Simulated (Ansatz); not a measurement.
Conformers of `O[SiH2]N[SiH](O)F`, each relaxed with PBE0-D4/def2-TZVP in Ansatz. CBS adds the triple-zeta coupled-cluster correction to the MP2 limit.

Not all of them had a frequency check.

Conformer A:

Z-matrix (Å, degrees):
```
Si
N 1 1.728
O 1 1.643 2 113.3
H 1 1.486 2 105.2 3 -122.6
H 1 1.478 2 111.2 3 116.0
Si 2 1.699 1 129.0 3 -65.9
H 2 1.011 1 115.4 3 113.5
H 3 0.958 1 117.9 2 -53.5
O 6 1.632 2 107.4 1 -145.5
F 6 1.600 2 112.8 1 96.9
H 6 1.475 2 109.5 1 -20.6
H 9 0.958 6 117.8 2 -157.7
```

Conformer B:

Cartesian coordinates in Å:
```
O -0.017 -0.646 -1.888
Si 1.133 -0.935 -0.757
N 0.529 -0.346 0.756
Si -0.984 0.402 0.986
O -1.275 1.514 -0.186
F -0.923 1.101 2.418
H -0.460 0.207 -1.860
H 2.421 -0.256 -1.068
H 1.356 -2.400 -0.747
H 1.106 -0.456 1.578
H -2.153 -0.490 0.954
H -0.732 2.305 -0.185
```

(1) Which is lowest in electronic energy at CCSD(T)/CBS (frozen core, def2 sets), and by how much? (Best estimate.)

(2) Give the energies relative to A (kJ/mol) with r2SCAN-D4/def2-TZVPP, HF/def2-TZVPP, SCS-MP2/def2-TZVPP, CCSD/def2-TZVPP, CCSD(T)/def2-TZVPP, MP2/def2-QZVPP, SCS-MP2/def2-QZVPP. (Best estimate.)

## Answers

(1) The calculation gave: A; B lies 4.0 kJ/mol higher.

(2) Ansatz gave: 
| level | B |
| --- | --- |
| r2SCAN-D4/def2-TZVPP | 2.4 |
| HF/def2-TZVPP | 7.2 |
| SCS-MP2/def2-TZVPP | 4.7 |
| CCSD/def2-TZVPP | 4.3 |
| CCSD(T)/def2-TZVPP | 3.7 |
| MP2/def2-QZVPP | 4.2 |
| SCS-MP2/def2-QZVPP | 5.0 |
